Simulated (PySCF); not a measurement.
## Potential energy of ScI along the bond

Set-up: PySCF, spin-free X2C with a Gaussian nucleus, basis sets Sc x2c-TZVPPall, I x2c-TZVPPall. Energies in eV from Sc (3d1 4s2) + I in their ground configurations at the same level. All curves are PBE0. state 1: ³Δ (triplet), unpaired electrons σ ↑, δ ↑; state 2: ³Π (triplet), unpaired electrons σ ↑, π ↑, a second solution, started from another occupation; state 3: Ms = 0 determinant of mixed spin (⟨S²⟩ near 1.0), unpaired electrons σ ↑, δ ↓, a second solution, started from another occupation.

| R (Å) | state 1 | state 2 | state 3 |
| --- | --- | --- | --- |
| 2.322 | -2.715 | -2.422 | -2.353 |
| 2.430 | -3.197 | -2.914 | -2.854 |
| 2.538 | -3.459 | -3.185 | -3.128 |
| 2.619 | -3.549 | -3.283 | -3.226 |
| 2.700 | -3.573 | -3.315 | -3.256 |
| 2.781 | -3.546 | -3.296 | -3.234 |
| 2.889 | -3.454 | -3.214 | -3.147 |
| 3.024 | -3.277 | -3.050 | -2.975 |
| 3.186 | -3.014 | -2.801 | -2.716 |
| 3.402 | -2.630 | -2.436 | -2.335 |

**Question.** Put a parabola through the three lowest points of the state 1 curve and estimate Re, k and ωe (reduced mass 33.2 u; 1 eV/Å² = 0.16022 mdyn/Å; ωe = 1302.8·√(k/μ) cm⁻¹).

**Answer.** Through R = 2.619, 2.7, 2.781 Å the second-order coefficient is 3.89 eV/Å², so Re ≈ 2.698 Å, k ≈ 1.25 mdyn/Å and ωe ≈ 252 cm⁻¹. A polynomial fit of higher order to the unrounded PBE0 energies gives Re = 2.694 Å, k = 1.25 mdyn/Å, ωe = 253 cm⁻¹; anharmonicity and rounding make the difference.

The higher-order fit for each curve: state 1: Re = 2.694 Å, ωe = 253 cm⁻¹, De = 3.57 eV; state 2: Re = 2.707 Å, ωe = 247 cm⁻¹, minimum 3.31 eV below the ground-state fragments; state 3: Re = 2.703 Å, ωe = 252 cm⁻¹, minimum 3.26 eV below the ground-state fragments.

The metal atom is held in its measured ground configuration; semilocal functionals can put another filling of s and d lower by some tenths of an eV, and De to that atom would be smaller. Spin–orbit coupling is left out, which matters for elements this heavy, above all for dissociation energies. With d or f electrons several states lie close, and the lowest PBE0 determinant need not be the measured ground state.
